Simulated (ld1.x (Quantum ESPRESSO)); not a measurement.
How hard is this chromium (Cr) TM potential?

ld1.x (Quantum ESPRESSO) 7.5 input, shortened:

```
&input
   title='Cr', zed=24., rel=1, dft='PBESOL', iswitch=3,
   config='[Ar] 3d3 4s0 4p0'
 /
 &inputp
   pseudotype=2, tm=.true., lloc=1,
   nlcc=.true., new_core_ps=.true., rcore=1.00
 /
3
3S  1  0   2.00   0.00  1.15  1.15  0.0
3D  3  2   3.00   0.00  1.00  1.00  0.0
3P  2  1   6.00   0.00  1.50  1.50  0.0
 &test
   configts(1)='3s2 3p6 3d3 4s0 4p0'
 /
```

The pseudo-atom Hamiltonian at the reference potential is diagonalised in spherical Bessel functions j_l(qr) that vanish at 20 bohr, with q² up to the cutoff. All-electron valence levels (Ry): 3s -8.2651, 4s -2.1096, 3d -2.8721, 3p -6.1444, 4p -1.6451.

Problem. How do the lowest levels (Ry) of each channel move with the cutoff, and are there ghosts?

Solution.

```csv
cutoff (Ry),s #1,s #2,d #1,d #2,p #1,p #2,p #3,f #1,f #2,Σ f·Δε (mRy)
8,-7.8110,-1.9928,-1.4280,-0.6825,-3.9933,-1.2637,-0.6353,-0.6281,-0.3888,18147.1
15,-8.0323,-2.1135,-1.6177,-0.7461,-5.2763,-1.4842,-0.7114,-0.6315,-0.3911,9437.5
21,-8.0464,-2.1215,-1.7681,-0.7913,-5.7245,-1.5625,-0.7383,-0.6321,-0.3915,6269.3
30,-8.1200,-2.1245,-1.9123,-0.8303,-6.0454,-1.6255,-0.7602,-0.6325,-0.3918,3763.9
45,-8.2322,-2.1357,-2.1381,-0.8840,-6.1389,-1.6492,-0.7688,-0.6327,-0.3919,2301.0
60,-8.2551,-2.1387,-2.3444,-0.9266,-6.1439,-1.6514,-0.7697,-0.6327,-0.3919,1606.2
80,-8.2561,-2.1389,-2.5542,-0.9645,-6.1441,-1.6516,-0.7697,-0.6327,-0.3919,973.7
100,-8.2610,-2.1398,-2.7259,-0.9917,-6.1444,-1.6516,-0.7697,-0.6327,-0.3919,447.3
140,-8.2648,-2.1406,-2.8555,-1.0101,-6.1444,-1.6516,-0.7697,-0.6327,-0.3919,50.5
200,-8.2650,-2.1406,-2.8719,-1.0123,-6.1444,-1.6516,-0.7697,-0.6327,-0.3919,0.8
260,-8.2651,-2.1406,-2.8720,-1.0123,-6.1444,-1.6516,-0.7697,-0.6327,-0.3919,0.4
400,-8.2651,-2.1406,-2.8721,-1.0123,-6.1444,-1.6516,-0.7697,-0.6327,-0.3919,0.0
```

Result: no extra level below or beside the all-electron valence levels (s, d, p, f tested); 10 mRy is reached at 180 Ry and 1 mRy at 200 Ry.
